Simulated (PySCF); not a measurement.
From one molecule to another.

First species: 2-chloroacrylonitrile, C3H2ClN.
SMILES: `C=C(Cl)C#N`

Second species: C7H7FO.
Cartesian coordinates in Å at the PBE0-D3(BJ)/def2-TZVP level; atoms count from 1:
```xyz
16
C7H7FO angstrom
O     -2.6625   -0.5359    0.9185
C     -2.0640   -0.0855   -0.2770
C     -0.5631   -0.0157   -0.2069
C      0.1599   -1.0247    0.4235
C      1.5430   -0.9820    0.4804
C      2.1977    0.0826   -0.1094
F      3.5351    0.1307   -0.0582
C      1.5147    1.1009   -0.7428
C      0.1294    1.0432   -0.7815
H     -2.3691    0.0379    1.6319
H     -2.3722   -0.8049   -1.0414
H     -2.4594    0.8933   -0.5798
H     -0.3745   -1.8485    0.8827
H      2.1169   -1.7595    0.9691
H      2.0642    1.9224   -1.1852
H     -0.4220    1.8422   -1.2665
```

Levels: B97-2/pcSseg-2 for dipole moment, HOMO energy, LUMO energy and HOMO–LUMO gap; PBE0-D3(BJ)/def2-TZVP for rotational constant A and rotational constant C. Geometries: PBE0-D3(BJ)/def2-TZVP. All species are isolated and taken at one optimised geometry, non-relativistic unless stated. Electronic properties by PySCF.

The conformers computed, where there is a choice (atom-mapped SMILES and torsion angles):
- `[OH:1][CH2:2][c:3]1[cH:4][cH:5][c:6]([F:7])[cH:8][cH:9]1`: O1–C2–C3–C4 41°, H–O1–C2–C3 56°

Values for the first species:

```
Dipole moment         : 3.56 D
HOMO energy           : -8.09 eV
LUMO energy           : -2.09 eV
HOMO–LUMO gap         : 6.00 eV
Rotational constant A : 7.013 GHz
Rotational constant C : 2.190 GHz
```

(1) Estimate the same properties for the second species, and the change in each.

## Answers

(1) 
```json
{"property": "dipole moment", "first": "3.56 D", "second": "1.17 D", "second less first": "-2.39 D"}
{"property": "HOMO energy", "first": "-8.09 eV", "second": "-6.88 eV", "second less first": "+1.21 eV"}
{"property": "LUMO energy", "first": "-2.09 eV", "second": "-0.70 eV", "second less first": "+1.39 eV"}
{"property": "HOMO–LUMO gap", "first": "6.00 eV", "second": "6.18 eV", "second less first": "+0.18 eV"}
{"property": "rotational constant A", "first": "7.013 GHz", "second": "4.723 GHz", "second less first": "-2.290 GHz"}
{"property": "rotational constant C", "first": "2.190 GHz", "second": "0.805 GHz", "second less first": "-1.385 GHz"}
```

On the first: A dipole of 3.56 D is allowed in Cs, and pure rotational transitions are dipole-allowed. The dipole matches unit charges of opposite sign 0.74 Å apart (1 e·Å = 4.8032 D). Geometry: PBE0-D3(BJ)/def2-TZVP; no solvent, vibrations or thermal averaging.

On the second: The dipole equals about 3.9 × 10⁻³⁰ C·m (1 D = 3.33564 × 10⁻³⁰ C·m). One conformer (not necessarily the lowest) at the PBE0-D3(BJ)/def2-TZVP geometry, without solvent, vibrations or thermal averaging.
